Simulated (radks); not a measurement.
The numbers below are computed, except where a source is named.
Coulomb parameter of the 4f shell of the gadolinium ion Gd3+ in the model configuration [Xe] 4f5 6p2, as a second difference U = [E(n + 0.5) + E(n - 0.5) - 2 E(n)] / (0.5)^2 with all orbitals relaxed. "Bare": the charge of the atom changes with n. "Screened": the 6p shell takes up the change at fixed total charge, which measures U(4f,4f) + U(6p,6p) - 2 U(4f,6p). Level of theory: Dirac Kohn-Sham, PBE, spin-unpolarised, spherical densities, point nucleus; open shells are shared between the two j in proportion to 2j + 1 (a radial shooting solver on a logarithmic mesh with Libxc functionals).

case              configuration  E - E(n) (eV)
start              [Xe] 4f5 6p2          0.000
bare +0.5        [Xe] 4f5.5 6p2        -26.151
bare -0.5        [Xe] 4f4.5 6p2         31.473
screened +0.5  [Xe] 4f5.5 6p1.5        -16.404
screened -0.5  [Xe] 4f4.5 6p2.5         19.118

U(bare) = 21.290 eV, U(screened by 6p) = 10.858 eV.
